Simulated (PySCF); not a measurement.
ClZn, doublet, geometry from GFN2-xTB (such geometries of metal compounds can be far from the true shape) (the spin is typed, not shown lowest). Base run: B3LYP/def2-SVP run with PySCF.

The PySCF input:
```python
from pyscf import gto, scf, dft

mol = gto.M(
    atom='''
Zn   -0.00000000   -0.00000000   -0.79897282
Cl    0.00000000    0.00000000    1.40995204
''',
    basis='def2-svp',
    spin=1,
    verbose=4,
)

mf = dft.UKS(mol)
mf.xc = 'b3lyp'
mf.kernel()
mf.analyze()
```

Each row names what was changed in the base input (with any setting that the change needs).

| change | basis functions | E (Eh) | HOMO (eV) | dipole (D) |
|---|---|---|---|---|
| base | 49 | -2239.26538 | -6.07 | 3.23 |
| basis = cc-pVDZ-DK; relativity = spin-free X2C; nucleus = Gaussian (with nucmod='G') | 61 | -2257.62378 | -6.57 | 2.74 |
| basis = cc-pVTZ-DK; relativity = spin-free X2C; nucleus = Gaussian (with nucmod='G') | 102 | -2257.64720 | -6.59 | 2.90 |
| basis = x2c-SVPall; relativity = spin-free X2C | 54 | -2257.12433 | -6.32 | 2.80 |
| basis = cc-pVTZ-DK; relativity = spin-free X2C | 102 | -2257.65656 | -6.59 | 2.90 |
| basis = cc-pVDZ-DK; relativity = spin-free X2C | 61 | -2257.63313 | -6.57 | 2.74 |
| basis = cc-pVTZ-DK; relativity = none | 102 | -2230.27336 | -6.45 | 2.99 |
| basis = x2c-SVPall; relativity = none | 54 | -2233.27902 | -6.17 | 2.95 |
| basis = x2c-SVPall; relativity = spin-free X2C; nucleus = Gaussian (with nucmod='G') | 54 | -2257.11677 | -6.32 | 2.80 |
| basis = cc-pVDZ-DK; relativity = none | 61 | -2230.25609 | -6.44 | 2.84 |

Totals shift with the method and basis; they matter in differences.

Open shells are given as the SCF converged; they aren't shown to be the lowest states, and a large step between rows can be another state.

Basis sets contracted for a relativistic Hamiltonian are a mismatch without it, so the rows without relativity aren't non-relativistic limits. No row has spin-orbit coupling; sets with core potentials leave out the core electrons.
